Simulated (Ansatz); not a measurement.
`O[SiH](O)N[SiH2]Cl` and `C[SiH2]N[SiH](O)O` differ in one atom or group.

Ansatz, PBE0-D4/def2-TZVP geometries, multiplicity 1. Each molecule was computed in one conformer, which needn't be the lowest.

| property | `O[SiH](O)N[SiH2]Cl` |
| --- | --- |
| LUMO energy (B3LYP/def2-TZVPP) / eV | 0.06 |
| HOMO–LUMO gap (PBE0/def2-TZVPP) / eV | 8.58 |
| size of the dipole moment (ωB97M-V/def2-TZVPP) / D | 1.76 |
| HOMO energy (ωB97M-V/def2-TZVPP) / eV | -10.59 |
| HOMO–LUMO gap (ωB97M-V/def2-TZVPP) / eV | 12.47 |
| HOMO–LUMO gap (B3LYP/def2-TZVPP) / eV | 8.06 |

Task: Give the same properties after the change, and the shifts. (Estimate.)

Result: Computed: 
| property | `C[SiH2]N[SiH](O)O` | shift |
| --- | --- | --- |
| LUMO energy (B3LYP/def2-TZVPP) / eV | 0.31 | 0.25 |
| HOMO–LUMO gap (PBE0/def2-TZVPP) / eV | 8.26 | -0.32 |
| size of the dipole moment (ωB97M-V/def2-TZVPP) / D | 2.00 | 0.24 |
| HOMO energy (ωB97M-V/def2-TZVPP) / eV | -9.95 | 0.64 |
| HOMO–LUMO gap (ωB97M-V/def2-TZVPP) / eV | 11.98 | -0.49 |
| HOMO–LUMO gap (B3LYP/def2-TZVPP) / eV | 7.71 | -0.35 |

With PBE0 the HOMO rises by 0.63 eV and the LUMO rises by 0.32 eV, so the gap narrows by about 0.31 eV. PBE moves the HOMO by 0.58 eV and ωB97M-V by 0.64 eV. Dipoles are sizes alone; their direction can turn.

B3LYP here is the variant with VWN-RPA as its local correlation; programs differ in this.
